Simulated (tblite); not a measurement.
Compound: C₃H₆AlClS.
SMILES with atom numbers: `[CH2:1]=[CH:2][Al:3]([Cl:4])[S:5][CH3:6]` (hydrogens: H7, H8 on C1; H9 on C2; H10, H11, H12 on C6)

Computed with GFN2-xTB (tblite), gas phase: L-BFGS steps from a force-field or distance-geometry start until the largest atomic force falls under 0.01 eV/Å.

Step 45: E = -500.3528 eV
```
atom  x, y, z in Å  |  force x, y, z in eV/Å
C1      3.1426    0.1959    0.1822   -0.062  -0.058   0.007
C2      1.9498    0.5999    0.6167   -0.070  -0.037   0.038
Al3     0.1917   -0.0566   -0.0310    0.022   0.045  -0.049
Cl4    -0.2508   -1.0957   -1.7241    0.067   0.006   0.041
S5     -1.4850    0.4675    1.3264   -0.012  -0.035   0.043
C6     -2.9781   -0.2647    0.5326    0.072   0.042  -0.009
H7      4.0811    0.5249    0.6148   -0.085   0.042  -0.046
H8      3.2313   -0.5058   -0.6345    0.029  -0.011  -0.031
H9      1.9277    1.3060    1.4484    0.012  -0.011   0.029
H10    -3.0753   -1.3118    0.8057    0.055   0.048   0.026
H11    -3.8263    0.2965    0.9118    0.017  -0.002  -0.016
H12    -2.9075   -0.1570   -0.5455   -0.046  -0.030  -0.032
```

Step 46: E = -500.3582 eV
```
atom  x, y, z in Å  |  force x, y, z in eV/Å
C1      3.1394    0.1929    0.1748   -0.099   0.030   0.004
C2      1.9531    0.5892    0.6340   -0.030  -0.012   0.012
Al3     0.1943   -0.0366   -0.0294   -0.020  -0.002  -0.017
Cl4    -0.2182   -1.1100   -1.7061    0.046   0.005   0.006
S5     -1.4972    0.5061    1.3025   -0.053  -0.028  -0.012
C6     -2.9861   -0.2617    0.5286    0.067   0.040  -0.015
H7      4.0779    0.5106    0.6076    0.023   0.063   0.016
H8      3.2299   -0.4693   -0.6713   -0.026  -0.087  -0.065
H9      1.9477    1.2719    1.4850   -0.002  -0.027   0.040
H10    -3.0622   -1.3016    0.8306    0.041   0.015   0.021
H11    -3.8422    0.2922    0.9018    0.041   0.010  -0.011
H12    -2.9352   -0.1844   -0.5546    0.012  -0.006   0.021
```

**Question.** Estimate the geometry and energy of step 47. (The exact step hangs on the optimiser's Hessian estimate; all steps are aligned on step 46, rigid shifts and turns removed.)

**Answer.** E = -500.3596 eV, largest force 0.112 eV/Å
```
atom  x, y, z in Å  |  force x, y, z in eV/Å
C1      3.1369    0.1930    0.1707   -0.098   0.054   0.004
C2      1.9541    0.5827    0.6458    0.003  -0.013  -0.019
Al3     0.1949   -0.0276   -0.0303   -0.030  -0.018   0.013
Cl4    -0.2073   -1.1181   -1.6978    0.043   0.009  -0.004
S5     -1.5046    0.5293    1.2868   -0.037  -0.029  -0.030
C6     -2.9883   -0.2607    0.5260    0.061   0.012  -0.009
H7      4.0771    0.5069    0.6032    0.026   0.048   0.015
H8      3.2259   -0.4528   -0.6893   -0.047  -0.075  -0.036
H9      1.9580    1.2524    1.5072   -0.014  -0.038   0.031
H10    -3.0533   -1.2979    0.8422    0.035   0.036   0.017
H11    -3.8459    0.2915    0.8981    0.030   0.004  -0.018
H12    -2.9463   -0.1994   -0.5591    0.028   0.009   0.037
```

The energy changes by -0.0015 eV. The first-order estimate −F·Δx gives -0.0021 eV and the mean of the old and new forces, exact on a quadratic surface, -0.0015 eV. The step makes an angle of 81° with the force vector and moves no atom by more than 0.031 Å.

What follows is the cost of the whole relaxation. Hardware: one thread, Arm Neoverse V1 (aarch64), shared host. Cost: 0.86 s of wall time.
